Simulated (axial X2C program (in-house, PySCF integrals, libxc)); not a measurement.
# BBr⁻: cheaper levels and CCSD(T), 2c

All values were computed with an in-house relativistic program for diatomic molecules. Two-component (2c) means X2C with spin–orbit coupling and atomic mean-field two-electron Coulomb and Gaunt terms. Basis: Br dyall-acv3z [9s10p7d5f1g], B dyall-av3z [8s7p3d2f] (cores contracted in-house); Gaussian nuclei, density fitting, unrestricted open shells. Masses: Br 78.918 u, B 11.009 u.

State: Ω = 1/2 (⟨Sz⟩ = -0.50, ⟨Lz⟩ = 1.00 at HF); fragments Br- + B.

```tsv
level	Re (Å)	ωe (cm⁻¹)	De (eV)
PBE0	2.078	416.7	1.46
HF	2.231	273.3	0.541
MP2	2.078	412.4	1.26
CCSD	2.117	375.3	1.13
TPSS	2.085	399.5	1.35
```

Correlated methods: 11 electrons correlated (number of frozen shells: Br 3 s, 2 p, 1 d; B 1 s), 253 virtual spin orbitals or spinors in MP2, 90 natural virtuals in coupled cluster.

CCSD(T), same Hamiltonian and basis:

Re = 2.110 Å, ωe = 385.2 cm⁻¹, De = 1.23 eV; T1 = 0.016 (Lee–Taylor normalisation).

Question: Give the differences from CCSD(T) in the columns below.

Answer: 

```csv
level,ΔRe (Å),Δωe (cm⁻¹),ΔDe (eV)
PBE0,-0.032,32,0.23
HF,0.121,-112,-0.69
MP2,-0.032,27,0.03
CCSD,0.007,-10,-0.10
TPSS,-0.025,14,0.12
```

Occupations by symmetry block were frozen at the best pattern of an incomplete PBE0 search. De is counted from the lowest determinant-based energies of the atoms at the same level, without counterpoise correction. Density functionals use the spin component along the axis (collinear). CCSD and (T) use frozen natural virtuals with an MP2 correction for the truncation; (T) itself is uncorrected, so its De runs slightly low. A 2c atom that is not at its ground J level misses part of its spin–orbit lowering, and De is too large by that part (0.04 eV or less for light atoms). This holds for PBE0, TPSS. Without a current term, density functionals place determinants with orbital angular momentum somewhat too high. The highest occupied level of some functionals is positive through self-interaction error; at Hartree–Fock it is bound. Hartree–Fock gets electron affinities wrong, so its lowest charge split need not be the true one.
